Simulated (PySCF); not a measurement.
## Ionisation energy along the 39-electron series

Calculated with PySCF 2.14 and a two-component X2C-1e Hamiltonian (Gaussian nucleus, no Breit or QED terms), each ion in its own even-tempered basis scaled to its charge; GMP2 freezes [Ar] 3d10 and drops the highest virtual spinors. Values in eV. NIST values: (m) measured, (s) semi-empirical, (t) theoretical.

```tsv
ion	configuration	GHF (screened spin-orbit)	NIST
La(18+)	[Kr] 4d3	497.43	498 ± 3 (t)
Pr(20+)	[Kr] 4d3	588.94	590 ± 4 (t)
```

Task: Fill in the row of Ce(19+).

Result: configuration: [Kr] 4d3; GHF (screened spin-orbit): 542.26; NIST: 543 ± 4 (t).
